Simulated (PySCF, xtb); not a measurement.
SiHClBr2, SMILES Cl[SiH](Br)Br.

Harmonic wavenumbers (cm⁻¹) from xtb 6.7.1 with GFN2-xTB at its own minimum, in rising order: 98, 117, 169, 369, 462, 543, 639, 669, 2399.

### Question
What does PBE0-D3(BJ)/def2-SVP in PySCF give at its own minimum? (An estimate is asked for; the answer gives what the named calculation found.)

### Answer
115, 138, 197, 393, 492, 587, 774, 793, 2307. Paired by order, the mean absolute difference is 57 cm⁻¹ and the zero-point energies are 7.8 and 8.3 kcal/mol.
